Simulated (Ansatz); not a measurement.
A structure relaxed at PBE0-D4/def2-TZVP, charge 0, multiplicity 1:

Cartesian coordinates in Å:
```
C 0.5095 0.7471 -0.6763
C -0.3268 1.2640 0.4917
O -1.2933 0.2795 0.8370
Si -0.7913 -1.2496 0.4332
C 0.8040 -0.7390 -0.4187
H 1.4190 1.3420 -0.7976
H -0.0726 0.8490 -1.5977
H 0.3112 1.4672 1.3621
H -0.8525 2.1878 0.2379
H -0.6031 -2.0978 1.6409
H -1.7935 -1.9075 -0.4474
H 1.6478 -0.8586 0.2677
H 1.0416 -1.2840 -1.3328
```

Task: Give its formula and SMILES.

Result: C3H8OSi, `C1CO[SiH2]C1`.

Task: Point group (tolerance 0.08 Å, 0.16 Å for H)?

Result: C1.

Task: Summarise the bond lengths by kind.

Result: 2 × C–C 1.527 to 1.537 Å; 6 × C–H 1.090 to 1.098 Å; 1 × C–O 1.422 Å; 1 × O–Si 1.659 Å; 1 × C–Si 1.879 Å; 2 × H–Si 1.487 to 1.488 Å.

All numbers were calculated with Ansatz.
